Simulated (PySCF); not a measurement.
C₈H₁₀.
Bonds: C1–C2 (double), C2–C3, C3–C4, C4–C5 (double), C5–C6, C6–C7, C7–C8 (double), C4–C8. Hydrogens: H9, H10 on C1; H11 on C2; H12, H13 on C3; H14 on C5; H15, H16 on C6; H17 on C7; H18 on C8.

The geometry is computed with GFN2-xTB (gas phase).

**Question.** Give the optimised bond lengths and angles.

**Answer.** 
```csv
bond,length (Å)
C1=C2,1.319
C2–C3,1.500
C3–C4,1.497
C4=C5,1.342
C5–C6,1.493
C6–C7,1.494
C7=C8,1.338
C4–C8,1.454
C1–H9,1.078
C1–H10,1.077
C2–H11,1.083
"C3–H12, C3–H13",1.093
C5–H14,1.075
"C6–H15, C6–H16",1.093
C7–H17,1.075
C8–H18,1.076
```

Bonds in one row agree within 0.01 Å and their mean is given. A selection of angles:
```csv
angle,degrees
C2–C1–H9,121.8
C2–C1–H10,122.0
H9–C1–H10,116.1
C1–C2–C3,124.7
C1–C2–H11,120.5
C3–C2–H11,114.9
C2–C3–C4,110.1
C2–C3–H12,109.3
C4–C3–H12,109.2
H12–C3–H13,108.7
C3–C4–C5,128.3
C3–C4–C8,123.1
C5–C4–C8,108.6
C4–C5–C6,109.8
C4–C5–H14,127.2
C6–C5–H14,122.9
C5–C6–C7,102.5
C5–C6–H15,111.9
C7–C6–H15,111.7
H15–C6–H16,107.0
C6–C7–C8,109.5
C6–C7–H17,122.9
C8–C7–H17,127.6
C7–C8–H18,127.1
C4–C8–C7,109.5
C4–C8–H18,123.4
```

Torsions: C1–C2–C3–C4 121° (anticlinal); C2–C3–C4–C5 111° (anticlinal); C3–C4–C5–C6 -179° (antiperiplanar); C4–C5–C6–C7 0° (synperiplanar); C5–C6–C7–C8 0° (synperiplanar); C6–C7–C8–C4 0° (synperiplanar); C3–C4–C8–C7 179° (antiperiplanar). The mirror-image conformer, all signs reversed, is as good.

Of the pairs four or more bonds apart, H9···H13 is among the closest relative to their van der Waals radii: 2.42 Å, 101 % of the sum of Bondi's values. The 5-membered ring C4–C5–C6–C7–C8 has internal angles of 102.5° to 109.8° (sum 540°, against 540° for a flat polygon); it is planar, 0.00 Å rms from its mean plane, widest ring torsion 0°. The 8 C–C bonds span 1.319 Å (C1=C2, drawn double) to 1.500 Å (C2–C3, drawn single), a spread of 0.181 Å.

Point group: C1 (no symmetry element, even within 0.4 Å). No GFN2-xTB frequencies stand behind this structure, so it isn't proved a minimum. One conformer, not necessarily the lowest.
